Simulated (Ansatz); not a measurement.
`[NH2][AlH][SeH]` + `[CH3][InH][Cl]` → `[CH3][In]([Cl])[SeH]` + `[NH2][AlH2]`  (formal exchange of groups at the Se–Al bond)

Gas-phase electronic energies from Ansatz, PBE0-D4/def2-TZVP geometries. CBS: MP2 limit from def2 TZ/QZ plus the TZ coupled-cluster correction, frozen cores. This one scheme is used for every species. DFT in def2-TZVPP. def2 core potentials past Kr. For In, Se outer-core shells are correlated without core-valence functions, which leaves a few kJ/mol of doubt a bond. Scalar relativity is left out up to krypton. Each species was taken in one conformer, which may not be the lowest.

```json
{"level": "ωB97X-V", "ΔE (kJ/mol)": "7.6"}
{"level": "revPBE", "ΔE (kJ/mol)": "5.9"}
{"level": "HF/def2-SVP", "ΔE (kJ/mol)": "2.9"}
{"level": "MP2/CBS(def2)", "ΔE (kJ/mol)": "1.2"}
```

Question: What does CCSD(T)/CBS give? (Estimate.)

Answer: The calculation gave: +4.1 kJ/mol. The listed levels differ from it by 3.5, 1.8, -1.2, -2.9 kJ/mol.

Question: What do rigid-rotor, harmonic-oscillator terms from PBE0-D4/def2-TZVP frequencies (298.15 K, 1 bar) make of the CCSD(T)/CBS value? (An estimate is asked.)

Answer: Computed: ΔZPE = +0.7 kJ/mol, ΔH = +5.6 kJ/mol, ΔS = -11 J/(mol·K), ΔG = +8.7 kJ/mol. Modes under 50 cm⁻¹ make the entropy rough.

Largest T1 diagnostic among the species: 0.012.

At CCSD(T), def2-SVP lies −7.4 kJ/mol from the extrapolated value and def2-TZVPP +2.2 kJ/mol. Leaving LDA and LC-ωPBE aside and taking each functional with its dispersion term where it has one, the values, not all of them listed here, spread over 9.1 kJ/mol, from BLYP-D4 to r2SCAN0-D4. LDA lies +4.4 kJ/mol from PBE without D4.
